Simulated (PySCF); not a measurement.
## Basis and Hamiltonian dependence of the excitation energy of Mg

Mg [Ne] 3s2 (1S) → Mg [Ne] 3s1 3d1, s spin flipped. All values are computed (PySCF 2.14, energy differences of UHF-based or UKS calculations, no spin-orbit coupling). Values in eV.

| basis | Hamiltonian | functions | UHF | PBE | PBE0 | MP2 (valence) |
| --- | --- | --- | --- | --- | --- | --- |
| aug-cc-pVDZ | non-relativistic | 27 | 6.493 | 6.426 | 6.518 | 6.902 |
| def2-QZVPPD | non-relativistic | 63 | 6.104 | 6.121 | 6.202 | 6.502 |
| aug-cc-pCVTZ | non-relativistic | 75 | 5.889 | 5.986 | 6.058 | 6.308 |
| aug-cc-pCVTZ-DK with one added diffuse shell each of s, p, d, f type | spin-free X2C | 91 | 5.135 | 5.603 | 5.626 | 5.691 |
| aug-cc-pV5Z | non-relativistic | 131 | 5.569 | 5.788 | 5.846 | 6.043 |

Question: Estimate the row for aug-cc-pVTZ with one added diffuse shell each of s, p, d, f type (non-relativistic, 66 functions).

Answer: From the rows with the same Hamiltonian and similar size; the calculation gives UHF 5.10; PBE 5.59; PBE0 5.61; MP2 (valence) 5.66 (eV).

Frozen in the all-electron rows: valence: [Ne].

At MP2 (valence), aug-cc-pVDZ, aug-cc-pVTZ with one added diffuse shell each of s, p, d, f type lie more than 0.3 eV from the median of the rows with comparable relativity.

In the upper determinant the s electron has its spin opposite to the other open shell, which mixes two multiplicities.
